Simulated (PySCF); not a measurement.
PySCF input (BP86/6-31G* with LANL2DZ past Ar (5d)):

```python
from pyscf import gto, dft

mol = gto.M(
    atom='''
    Si    0.11136000   -0.08220700    1.48821600
    I     1.08590200    1.75680100   -0.18246900
    I    -1.11531800   -1.73508600   -0.21064400
    ''',
    basis={'default': '6-31g*', 'I': 'lanl2dz'},
    ecp={'I': 'lanl2dz'},
    charge=-1,
    spin=1,
    verbose=4,
)

mf = dft.UKS(mol, xc='bp86')
mf.grids.level = 3
mf.conv_tol = 1e-9
mf.max_cycle = 100
mf.max_memory = 1500
mf.kernel()
if not mf.converged:
    mf = mf.newton()
    mf.kernel(mf.make_rdm1())
mo, _, stable, _ = mf.stability(return_status=True)
if not stable:
    mf.kernel(mf.make_rdm1(mo, mf.mo_occ))
    stable = mf.stability(return_status=True)[2]
mf.dip_moment()
```

Output:

```
PySCF version 2.14.0

[INPUT] verbose = 4
[INPUT] num. atoms = 3
[INPUT] num. electrons = 29
[INPUT] charge = -1
[INPUT] spin (= nelec alpha-beta = 2S) = 1
[INPUT] symmetry False subgroup None
[INPUT] Mole.unit = angstrom
[INPUT] Symbol           X                Y                Z      unit          X                Y                Z       unit  Magmom
[INPUT]  1 Si     0.111360000000  -0.082207000000   1.488216000000 AA    0.210439901232  -0.155348715522   2.812320654196 Bohr   0.0
[INPUT]  2 I      1.085902000000   1.756801000000  -0.182469000000 AA    2.052057378117   3.319872745362  -0.344816436223 Bohr   0.0
[INPUT]  3 I     -1.115318000000  -1.735086000000  -0.210644000000 AA   -2.107645561798  -3.278837342567  -0.398059469783 Bohr   0.0

nuclear repulsion = 45.1439912311878
number of shells = 16
number of NR pGTOs = 75
number of NR cGTOs = 34
basis = {'default': '6-31g*', 'I': 'lanl2dz'}
ecp = {'I': 'lanl2dz'}

******** <class 'pyscf.dft.uks.UKS'> ********
method = UKS
initial guess = minao
damping factor = 0
level_shift factor = 0
DIIS = <class 'pyscf.scf.diis.CDIIS'>
diis_start_cycle = 1
diis_space = 8
diis_damp = 0
SCF conv_tol = 1e-09
SCF conv_tol_grad = None
SCF max_cycles = 100
direct_scf = True
direct_scf_tol = 1e-13
number electrons alpha = 15  beta = 14
XC library pyscf.dft.libxc version 7.1.2
    S. Lehtola, C. Steigemann, M. J. T. Oliveira, and M. A. L. Marques,  SoftwareX 7, 1–5 (2018)
XC functionals = bp86
    A. D. Becke,  Phys. Rev. A 38, 3098 (1988)
    J. P. Perdew,  Phys. Rev. B 33, 8822 (1986)
    J. P. Perdew,  Phys. Rev. B 34, 7406–7406 (1986)
radial grids:
    Treutler-Ahlrichs [JCP 102, 346 (1995); DOI:10.1063/1.469408] (M4) radial grids

becke partition: Becke, JCP 88, 2547 (1988); DOI:10.1063/1.454033
pruning grids: <function nwchem_prune>
grids dens level: 3
symmetrized grids: False
atomic radii adjust function: <function treutler_atomic_radii_adjust>
small_rho_cutoff = 0
Set gradient conv threshold to 3.16228e-05
tot grids = 63096
init E= -305.835437281725
  alpha nocc = 15  HOMO = -0.0415950216914555  LUMO = 0.0274227172939712
  beta  nocc = 14  HOMO = -0.0495144038782838  LUMO = -0.041595021691455

WARN: HOMO -0.0415950216914555 >= LUMO -0.041595021691455

cycle= 1 E= -311.653580914564  delta_E= -5.82  |g|= 0.828  |ddm|=  3.8
  alpha nocc = 15  HOMO = 0.258216249146992  LUMO = 0.270685768992195
  beta  nocc = 14  HOMO = 0.119247095243129  LUMO = 0.264964202091817
  HOMO = 0.258216249147  LUMO = 0.264964202092  gap/eV = 0.18362
cycle= 2 E= -311.504486377393  delta_E= 0.149  |g|= 0.771  |ddm|= 5.43
  alpha nocc = 15  HOMO = 0.027694641702416  LUMO = 0.0947612045328491
  beta  nocc = 14  HOMO = -0.0656492041727668  LUMO = 0.0513237066178576
  HOMO = 0.0276946417024  LUMO = 0.0513237066179  gap/eV = 0.64298
cycle= 3 E= -312.450656610485  delta_E= -0.946  |g|= 0.0587  |ddm|= 4.82
  alpha nocc = 15  HOMO = 0.0230779975294606  LUMO = 0.0958165565525082
  beta  nocc = 14  HOMO = -0.0491665672321773  LUMO = 0.0654897868866069
  HOMO = 0.0230779975295  LUMO = 0.0654897868866  gap/eV = 1.15408
cycle= 4 E= -312.45308035728  delta_E= -0.00242  |g|= 0.0287  |ddm|= 0.181
  alpha nocc = 15  HOMO = 0.0232327241340435  LUMO = 0.0980536347391929
  beta  nocc = 14  HOMO = -0.0523104890060785  LUMO = 0.0674380735401403
  HOMO = 0.023232724134  LUMO = 0.0674380735401  gap/eV = 1.20289
cycle= 5 E= -312.453981431524  delta_E= -0.000901  |g|= 0.00683  |ddm|= 0.0825
  alpha nocc = 15  HOMO = 0.0217921973275139  LUMO = 0.0966922665858974
  beta  nocc = 14  HOMO = -0.0533561904059496  LUMO = 0.0669465167194847
  HOMO = 0.0217921973275  LUMO = 0.0669465167195  gap/eV = 1.22871
cycle= 6 E= -312.454037034889  delta_E= -5.56e-05  |g|= 0.0013  |ddm|= 0.0181
  alpha nocc = 15  HOMO = 0.022256875292463  LUMO = 0.0973214631062831
  beta  nocc = 14  HOMO = -0.0528776891796952  LUMO = 0.0678319837866326
  HOMO = 0.0222568752925  LUMO = 0.0678319837866  gap/eV = 1.24016
cycle= 7 E= -312.45403915421  delta_E= -2.12e-06  |g|= 0.000429  |ddm|= 0.00483
  alpha nocc = 15  HOMO = 0.0221203129965257  LUMO = 0.0972130985303856
  beta  nocc = 14  HOMO = -0.0529948116751608  LUMO = 0.0677269629964723
  HOMO = 0.0221203129965  LUMO = 0.0677269629965  gap/eV = 1.24102
cycle= 8 E= -312.454039420733  delta_E= -2.67e-07  |g|= 3.25e-05  |ddm|= 0.00137
  alpha nocc = 15  HOMO = 0.0221160239351335  LUMO = 0.0972186637519759
  beta  nocc = 14  HOMO = -0.0529989049964446  LUMO = 0.0677282704953939
  HOMO = 0.0221160239351  LUMO = 0.0677282704954  gap/eV = 1.24117
cycle= 9 E= -312.454039423368  delta_E= -2.64e-09  |g|= 6.86e-06  |ddm|= 0.000179
  alpha nocc = 15  HOMO = 0.0221157317399747  LUMO = 0.0972179857669317
  beta  nocc = 14  HOMO = -0.0530002418017919  LUMO = 0.0677273841122705
  HOMO = 0.02211573174  LUMO = 0.0677273841123  gap/eV = 1.24116
cycle= 10 E= -312.454039423426  delta_E= -5.8e-11  |g|= 5.27e-06  |ddm|= 3.82e-05
  alpha nocc = 15  HOMO = 0.0221160774530738  LUMO = 0.0972180351897673
  beta  nocc = 14  HOMO = -0.053000181008688  LUMO = 0.0677276553807182
  HOMO = 0.0221160774531  LUMO = 0.0677276553807  gap/eV = 1.24115
Extra cycle  E= -312.454039423377  delta_E= 4.98e-11  |g|= 8.03e-06  |ddm|= 3.3e-05
converged SCF energy = -312.454039423377  <S^2> = 0.75273363  2S+1 = 2.0027318
uhf_internal: lowest eigs of H = [0.23888291 0.24178779 0.24636049]
<class 'pyscf.dft.uks.UKS'> wavefunction is stable in the internal stability analysis

WARN: System has nonzero charge -1; the dipole moment is origin-dependent.
Location of origin: [0. 0. 0.]

Dipole moment(X, Y, Z, Debye): -0.07410,  0.05502, -0.99208
```

The dipole moment of an ion depends on the origin.

The geometry given is a B3LYP-D3(BJ)/def2-TZVP minimum.
